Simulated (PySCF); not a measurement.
Ligand exchange on a metal centre used in film growth or etching (Nb F-NH2). Isolated molecules, 0 K electronic values unless said otherwise. One relaxed conformer stands for each flexible species; it need not be the lowest.

The numbers are results of PySCF with PBE-D3(BJ)/def2-TZVP // r2SCAN-D4/def2-SVP, not measurements. 

```json
[
 {"species": "0 of 5 F replaced by NH2 ([Nb(F)5])", "mean distance from the central atom to its bonded neighbours (Å)": "1.853", "HOMO (eV)": "-10.21", "coordination number": "5"},
 {"species": "1 of 5 F replaced by NH2 ([Nb(F)4(NH2)])", "mean distance from the central atom to its bonded neighbours (Å)": "1.884", "HOMO (eV)": "-7.48", "coordination number": "5"},
 {"species": "2 of 5 F replaced by NH2 ([Nb(F)3(NH2)2])", "mean distance from the central atom to its bonded neighbours (Å)": "1.914", "HOMO (eV)": "-6.59", "coordination number": "5"},
 {"species": "3 of 5 F replaced by NH2 ([Nb(F)2(NH2)3])", "mean distance from the central atom to its bonded neighbours (Å)": "1.945", "HOMO (eV)": "-5.67", "coordination number": "5"},
 {"species": "4 of 5 F replaced by NH2 ([Nb(F)(NH2)4])", "mean distance from the central atom to its bonded neighbours (Å)": "1.979", "HOMO (eV)": "-5.75", "coordination number": "5"},
 {"species": "5 of 5 F replaced by NH2 ([Nb(NH2)5])", "mean distance from the central atom to its bonded neighbours (Å)": "2.012", "HOMO (eV)": "-5.13", "coordination number": "5"}
]
```
